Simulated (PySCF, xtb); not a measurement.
PGME (C4H10O2), SMILES COCC(C)O.

xtb with GFN2-xTB at its own geometry gives an orbital gap of 11.38 eV and a dipole moment of 2.53 D.

Coordinates come from a PBE0-D3(BJ)/def2-SVP optimisation. One conformer was computed; it need not be the lowest.

Question: What does PBE/def2-TZVP in PySCF give? (An estimate is asked for; the answer gives what the named calculation found.)

Answer: gap 6.37 eV (levels -6.01 and 0.36 eV), dipole 2.15 D.
